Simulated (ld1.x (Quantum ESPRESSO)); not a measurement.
chromium: one change to a TM potential, before and after

```json
{
  "Element": "chromium (Cr)",
  "Generator": "ld1.x (Quantum ESPRESSO) 7.5",
  "Type": "norm-conserving Troullier–Martins (Kleinman–Bylander form)",
  "Functional": "PW91",
  "Relativity": "scalar-relativistic",
  "Frozen core": "[Ar]",
  "Valence charge": "6",
  "Reference configuration": "3d5 4s0.75 4p0 (charge +0.25)",
  "Partial waves": "4s (bound): rc 2.50 bohr; 4p (bound, empty): rc 3.20 bohr; 3d (bound): rc 1.60 bohr; 4f channel at 0.05 Ry: rc 3.30 bohr",
  "Local potential": "the f channel",
  "Core correction": "a·sin(br)/r model core inside 1.00 bohr"
}
```

All-electron outer shells of the reference configuration (PW91, scalar-relativistic, ld1.x):

```csv
shell,level (eV),outermost node (bohr),outermost maximum (bohr)
3s,-75.58,0.36,0.78
3p,-47.08,0.33,0.80
4s,-5.44,1.12,2.71
3d,-4.57,–,0.84
4p,-2.17,1.24,3.70
```

Change: wave 3d (bound): rc 1.60 bohr becomes 3d (bound): rc 2.18 bohr.

Cutoffs: the cutoffs (Ry, on a coarse ladder) from which the occupation-weighted sum of valence levels, in a spherical-Bessel basis at the reference potential, stays within 10 and 1 mRy of its value at 400 Ry; they do not see the model core or the augmentation charge, which bear on the density cutoff. Errors are all-electron minus pseudo energies relative to the spin-unpolarised reference configuration.

Question: Predict the effect on cutoff, ghosts and configuration errors.

Answer: The potential gets softer (90 Ry and 100 Ry → 55 Ry and 70 Ry); of the 7 tests that both files solve, the error grows in 0 and shrinks in 6 by more than 15 % and 0.3 meV (median size 37.1 → 28.2 meV); the range in which the d phases agree narrows (upper end 3.1 → 0.7); neither file shows a bound ghost. A larger radius leaves more room for a smooth pseudo-wave, so fewer plane waves are needed. That the errors move this way runs against the usual rule that smaller radii transfer better.

| quantity | base | changed |
| --- | --- | --- |
| cutoff, loose | 90 Ry | 55 Ry |
| cutoff, tight | 100 Ry | 70 Ry |
| loose cutoff by channel (10 mRy a level) | s 6 Ry, d 80 Ry | s 6 Ry, d 50 Ry |
| bound ghosts | none | none |
| error for 3d5 4s1 4p0, meV [ΔE -1.19 eV] | -0.8 | -0.3 |
| error for 3d5 4s0 4p0, meV [ΔE 5.75 eV] | -13 | -6.6 |
| error for 3d4 4s0 4p0, meV [ΔE 21.88 eV] | -94 | -86 |
| error for 3d5 4s0.5 4p0, meV [ΔE 1.54 eV] | -1.3 | -0.8 |
| error for 3d4 4s2 4p0, meV [ΔE -1.27 eV] | -149 | -81 |
| error for 3d6 4s0 4p0, meV [ΔE 0.53 eV] | -37 | -28 |
| error for 3d3 4s0 4p0, meV [ΔE 52.72 eV] | -854 | -532 |
| s: phases at 3.59 bohr within 0.05 rad from the reference energy up to (Ry; the scan ends near 5) | 0.8 | 0.8 |
| p: phases at 3.59 bohr within 0.05 rad from the reference energy up to (Ry; the scan ends near 5) | 1.3 | 1.3 |
| d: phases at 3.59 bohr within 0.05 rad from the reference energy up to (Ry; the scan ends near 5) | 3.1 | 0.7 |
| f: phases at 3.59 bohr within 0.05 rad from the reference energy up to (Ry; the scan ends near 5) | 3.4 | 3.4 |
